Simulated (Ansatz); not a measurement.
`N[SiH2][SiH](N)F` + `FCOC[SiH3]` → `N[SiH2][SiH](F)[SiH3]` + `NCOCF`  (formal exchange of groups at the Si–N bond)

Calculated with Ansatz (gas phase, PBE0-D4/def2-TZVP geometries, no zero-point term in ΔE). CCSD(T)/CBS is the MP2 limit (def2-TZVPP, def2-QZVPP) plus CCSD(T) − MP2 in def2-TZVPP, frozen cores. DFT in def2-TZVPP. Each species was taken in one conformer, which may not be the lowest.

`N[SiH2][SiH](N)F`:

```xyz
12

N     1.457    1.113    0.560
Si    0.352    1.037   -0.775
Si   -0.768   -1.006   -0.534
N    -1.209   -1.084    1.104
F     0.244   -2.181   -0.990
H     2.175    0.407    0.625
H     1.835    2.011    0.821
H     0.967    1.172   -2.131
H    -0.594    2.174   -0.612
H    -1.984   -1.223   -1.359
H    -0.628   -0.658    1.809
H    -1.848   -1.762    1.483
```

`FCOC[SiH3]`:

Z-matrix (Å, degrees):
```
C
O 1 1.359
F 1 1.388 2 111.0
H 1 1.099 2 112.5 3 -118.7
H 1 1.091 2 107.8 3 117.4
C 2 1.426 1 115.0 3 73.2
Si 6 1.904 2 116.4 1 -69.8
H 6 1.093 2 105.4 1 170.8
H 6 1.100 2 109.8 1 56.3
H 7 1.490 6 105.7 2 -162.5
H 7 1.483 6 112.5 2 79.4
H 7 1.483 6 110.3 2 -44.5
```

`N[SiH2][SiH](F)[SiH3]`:

```xyz
13

N     2.000    1.505    1.450
Si    1.139    0.941    0.066
Si   -0.643   -0.546    0.478
F    -0.087   -1.830    1.292
Si   -1.714   -1.275   -1.478
H     2.614    0.864    1.929
H     1.526    2.097    2.115
H     2.117    0.263   -0.828
H     0.551    2.115   -0.638
H    -1.659    0.108    1.358
H    -2.825   -2.219   -1.181
H    -0.747   -1.943   -2.391
H    -2.272   -0.081   -2.171
```

`NCOCF`:

```xyz
11

N    -0.997    0.605    1.593
C    -0.025   -0.005    0.773
O    -0.240    0.293   -0.619
C     0.562   -0.405   -1.469
F     1.871    0.048   -1.415
H    -1.934    0.316    1.344
H    -0.946    1.614    1.547
H     0.969    0.348    1.058
H    -0.063   -1.095    0.894
H     0.200   -0.242   -2.485
H     0.601   -1.476   -1.220
```

Task: Is it downhill or uphill in electronic energy at CCSD(T)/CBS, and by how much? (Best estimate.)

Result: The calculation gave: Uphill: ΔE = +95.9 kJ/mol.

Task: What do these levels give: PBE-D4, r2SCAN-D4, ωB97X-V, B2PLYP, CCSD/def2-TZVPP, MP2/def2-QZVPP? (Estimate.)

Result: Ansatz gave: PBE-D4 74.4, r2SCAN-D4 87.0, ωB97X-V 91.1, B2PLYP 94.0, CCSD/def2-TZVPP 94.2, MP2/def2-QZVPP 105.2 kJ/mol.

Largest T1 diagnostic among the species: 0.013.

The D4 term adds +5.4 kJ/mol with B3LYP and +2.6 kJ/mol with PBE0; it sums over pairs of atoms, weighted by their polarisabilities, and B3LYP, whose exchange is more repulsive, gets the larger term. From PBE to PBE0 (25 % exact exchange), in def2-TZVPP and without D4, ΔE moves by +5.7 kJ/mol.

B3LYP here is the variant with VWN-RPA as its local correlation; programs differ in this.
